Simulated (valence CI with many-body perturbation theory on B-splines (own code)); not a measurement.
# From CI to CI+MBPT in B I

Computed by configuration interaction combined with many-body perturbation theory (CI+MBPT): three valence electrons over a frozen Dirac-Fock core [He], radial functions for each j: 11 s, 11 p, 9 d, 7 f, 5 g, 2 h, 1 i, with the one-electron correlation potential Σ1 (screened to all orders), the two-electron term Σ2, the three-electron term Σ3, Breit, model QED; selected single and double excitations, second order for the rest (own B-spline code, finite nucleus).

Set against measurement, 16 paired levels are off by 30 cm⁻¹ on average, the worst by 79. These come from a selection out of the NIST Handbook of Basic Atomic Spectroscopic Data. Levels without a partner in it may be off by more.

Each rung adds one term. CI alone is the Dirac-Coulomb CI over the frozen core; QED comes last and gives the full result, which names the levels. Energies are above 2s2 2p 2P°_1/2 on the same rung, in eV.

| Level | CI alone | Σ1 | Σ2 | Σ3 | Breit | QED | Full |
| --- | --- | --- | --- | --- | --- | --- | --- |
| 2s2 2p 2P°_3/2 | 0.0024 | +0.0001 | 0.0000 | 0.0000 | -0.0006 | 0.0000 | 0.0019 |
| 2s 2p2 4P_1/2 | 3.614 | -0.0274 | +0.0020 | +0.0009 | -0.0002 | -0.0004 | 3.589 |
| 2s 2p2 4P_3/2 | 3.615 | -0.0273 | +0.0020 | +0.0009 | -0.0004 | -0.0004 | 3.590 |
| 2s 2p2 4P_5/2 | 3.617 | -0.0272 | +0.0020 | +0.0009 | -0.0011 | -0.0004 | 3.591 |
| 2s2 3s 2S_1/2 | 4.921 | +0.0551 | -0.0114 | -0.0024 | -0.0006 | +0.0002 | 4.962 |
| 2s 2p2 2D_5/2 | 5.953 | -0.0002 | -0.0133 | -0.0024 | -0.0010 | -0.0003 | 5.936 |
| 2s 2p2 2D_3/2 | 5.953 | -0.0002 | -0.0133 | -0.0024 | -0.0007 | -0.0003 | 5.936 |
| 2s2 3p 2P°_1/2 | 5.986 | +0.0546 | -0.0137 | -0.0023 | -0.0006 | +0.0002 | 6.024 |
| 2s2 3p 2P°_3/2 | 5.987 | +0.0546 | -0.0137 | -0.0023 | -0.0006 | +0.0002 | 6.025 |
| 2s2 3d 2D_3/2 | 6.752 | +0.0550 | -0.0151 | -0.0024 | -0.0007 | +0.0002 | 6.788 |
| 2s2 3d 2D_5/2 | 6.752 | +0.0550 | -0.0151 | -0.0024 | -0.0007 | +0.0002 | 6.789 |
| 2s2 4s 2S_1/2 | 6.776 | +0.0585 | -0.0149 | -0.0024 | -0.0006 | +0.0002 | 6.816 |
| 2s2 4p 2P°_1/2 | 7.120 | +0.0590 | -0.0153 | -0.0023 | -0.0006 | +0.0002 | 7.161 |
| 2s2 4p 2P°_3/2 | 7.120 | +0.0590 | -0.0153 | -0.0023 | -0.0006 | +0.0002 | 7.161 |
| 2s2 4d 2D_3/2 | 7.393 | +0.0602 | -0.0151 | -0.0023 | -0.0006 | +0.0002 | 7.436 |
| 2s2 4d 2D_5/2 | 7.393 | +0.0602 | -0.0151 | -0.0023 | -0.0007 | +0.0002 | 7.436 |
| 2s2 4f 2F°_5/2 | 7.398 | +0.0614 | -0.0150 | -0.0023 | -0.0006 | +0.0002 | 7.441 |
| 2s2 4f 2F°_7/2 | 7.398 | +0.0614 | -0.0150 | -0.0023 | -0.0006 | +0.0002 | 7.441 |
| 2s2 5s 2S_1/2 | 7.414 | +0.0587 | -0.0147 | -0.0024 | -0.0006 | +0.0002 | 7.455 |

The middle columns are the shifts that each term adds.

Q: How does the ionisation energy move along the ladder, and which term matters most?

A: CI alone 8.2515, + Σ1 8.3130, + Σ2 8.2980, + Σ3 8.2956, + Breit 8.2950, + QED 8.2952 eV. The largest step is Σ1, 0.0614 eV. NIST lists 8.29802 eV (measured).
